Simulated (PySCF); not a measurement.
**Computed vibrations of [TlS]+**

[TlS]+ (singlet). PySCF 2.14.0, RKS B3LYP, Tl def2-SVP with ECP60, S def2-SVP; non-relativistic Hamiltonian with scalar-relativistic core potentials where named; density fitting; no spin-orbit coupling. Central differences of gradients.

```xyz
2

Tl    0.0000    0.0000   -0.3269
S     0.0000    0.0000    2.0957
```

Run from Python with OMP_NUM_THREADS=2. Where DIIS fails, smearing, a level shift and second-order steps follow.
It took 2.1 s on 2 threads of Arm Neoverse V2, with other jobs on the host.

What are the harmonic wavenumbers and infrared intensities?

Modes are labelled in C∞v; negative numbers are unstable modes, those under 60 cm⁻¹ near the noise; a finer grid moves soft modes by up to 10 cm⁻¹.
```json
{"cm⁻¹": "244", "km/mol": "1.0", "symmetry": "σ+"}
```

Is this a minimum?

Yes. Ideal gas at 298.15 K and 1 bar: S = 256.0 J/(mol K), Cp = 36.5 J/(mol K), H − H(0 K) = 10.0 kJ/mol (rigid rotor, harmonic modes, spin degeneracy alone).

The relaxed state isn't the lowest spin state tried at its geometry.
